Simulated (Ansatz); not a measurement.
Molecule: sum formula SiNH2Cl2 (charge 0, doublet). It need not be the lowest isomer of its formula. 
Coordinates optimised at B3LYP-D3(BJ)/def2-TZVP (Ansatz, a program for electronic structure):
```
Si
N 1 1.7093
H 2 1.0089 1 120.63
H 2 1.0089 3 112.71 1 -152.83
Cl 1 2.0765 2 106.89 3 164.49
Cl 1 2.0765 2 106.89 3 44.83
```
Charge 0, spin multiplicity 2.

Basis-set convergence of Hartree-Fock and MP2 correlation energies (hartree) with Ansatz. Cores are frozen in the correlated levels unless marked. Open shells are spin-unrestricted. No spin-orbit coupling. Non-relativistic.

| basis | functions | E(HF) | E(corr, MP2) |
|---|---|---|---|
| cc-pV(D+d)Z | 93 | -1263.66425 | -0.51860 |
| cc-pV(T+d)Z | 175 | (withheld) | (withheld) |

Question: Complete the blanks.

Answer: 
- cc-pV(T+d)Z, E(HF): -1263.73457
- cc-pV(T+d)Z, E(corr, MP2): -0.68428
